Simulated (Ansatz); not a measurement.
Vertical singlet–triplet gap (eV) of eight silicon and germanium compounds: PBE beside PBE0, computed with Ansatz (a quantum-chemistry and plane-wave program) for isolated molecules in the bases named; differences from unrounded values. The eight are the first of their class met in an unordered collection, after screening for sound electronic states; none was chosen by its value. Functionals give these values as differences of separate SCF runs (ΔSCF), EOM-CCSD as a root; each molecule has one DFT geometry for both levels.

```csv
molecule,basis,PBE0
"C3H12Si3, SMILES [SiH2]1[C@@H](C[SiH3])C[SiH2]1",def2-SVPD,5.31
"C2H7NOSi2, SMILES [Si@]1(N)(O)[SiH2]C=C1",def2-SVPD,4.10
"C₃H₆FNSi, SMILES F[SiH2]N1C=CC1",def2-SVPD,3.61
"1-silylprop-2-en-1-one (C₃H₆OSi), SMILES C=CC(=O)[SiH3]",def2-SVPD,2.24
"Se(Me)(OSiH3) (CH₆OSeSi), SMILES C[Se]O[SiH3]",def2-SVPD,2.73
"CH3FO3Si, SMILES C(O[Si@@H](O)F)=O",def2-SVPD,5.20
"C2H6F2OSi, SMILES COC(F)(F)[SiH3]",def2-SVPD,7.91
"Si(F)(OH)(SH)2 (FH3OS2Si), SMILES F[Si](S)(S)O",def2-SVPD,5.89
```

Q: Estimate the PBE values and say how PBE differs from PBE0 over the set. (An estimate is asked for; the answer gives what the named calculation found.)

A: 
```tsv
molecule	PBE	difference
C3H12Si3, SMILES [SiH2]1[C@@H](C[SiH3])C[SiH2]1	5.01	-0.30
C2H7NOSi2, SMILES [Si@]1(N)(O)[SiH2]C=C1	4.11	0.01
C₃H₆FNSi, SMILES F[SiH2]N1C=CC1	3.72	0.11
1-silylprop-2-en-1-one (C₃H₆OSi), SMILES C=CC(=O)[SiH3]	2.21	-0.02
Se(Me)(OSiH3) (CH₆OSeSi), SMILES C[Se]O[SiH3]	2.65	-0.08
CH3FO3Si, SMILES C(O[Si@@H](O)F)=O	5.24	0.04
C2H6F2OSi, SMILES COC(F)(F)[SiH3]	7.39	-0.51
Si(F)(OH)(SH)2 (FH3OS2Si), SMILES F[Si](S)(S)O	5.57	-0.32
```
PBE lies below PBE0 in 5 and above it in 3 of the eight; the mean signed difference is -0.13 and the largest -0.51 eV.
